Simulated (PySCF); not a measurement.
One molecule, one basis, several functionals.

Compound: C₂H₇B₂P.
SMILES: `B[PH2+][BH2-]C#C`

Torsions of this conformer, `[BH2:1][PH2+:2][BH2-:3][C:4]#[CH:5]`: B1–P2–B3–C4 -66°.

PySCF, pcSseg-2 basis, density fitting, gas phase, PBE0-D3(BJ)/def2-SVP geometry. One functional is left out:

```
functional  exact exchange (%)  HOMO energy (eV)  LUMO energy (eV)  dipole moment (D)
     B97-D                   0             -5.88             -3.73              4.256
      BLYP                   0             -5.79             -3.78              4.207
      BP86                   0             -6.03             -4.00              4.201
       LDA                   0             -6.09             -4.20              4.153
      OPBE                   0             -5.89             -3.77              4.221
       PBE                   0             -5.94             -3.95              4.177
     B3LYP                  20             -6.85             -3.20              4.472
     B97-2                  21             -6.81             -2.97              4.502
  mPW1PW91                  25             -7.08             -2.99              4.517
 BHandHLYP                  50             -8.07             -1.94              4.746
```

Question: Predict the row of PBE0 (25 % exact exchange) by straight lines through the other rows, and check it.

Answer: 
| property | line | computed | computed − line | mPW1PW91 (25 %), for comparison |
| --- | --- | --- | --- | --- |
| HOMO energy (eV) | -7.02 | -7.07 | -0.05 | -7.08 |
| LUMO energy (eV) | -2.93 | -3.00 | -0.07 | -2.99 |
| dipole moment (D) | 4.499 | 4.509 | +0.010 | 4.517 |

Question: Which of these properties follows the share of exact exchange most closely, and which least?

Answer: Most closely the HOMO energy, least the LUMO energy; the correlations over the tabulated rows are HOMO energy -0.993, dipole moment 0.983, LUMO energy 0.978. The HOMO energy moves by -0.432 eV for every 10 %. Functionals with the same share still differ in their other parts: at 0 % BLYP and LDA differ by 0.30 eV in it.
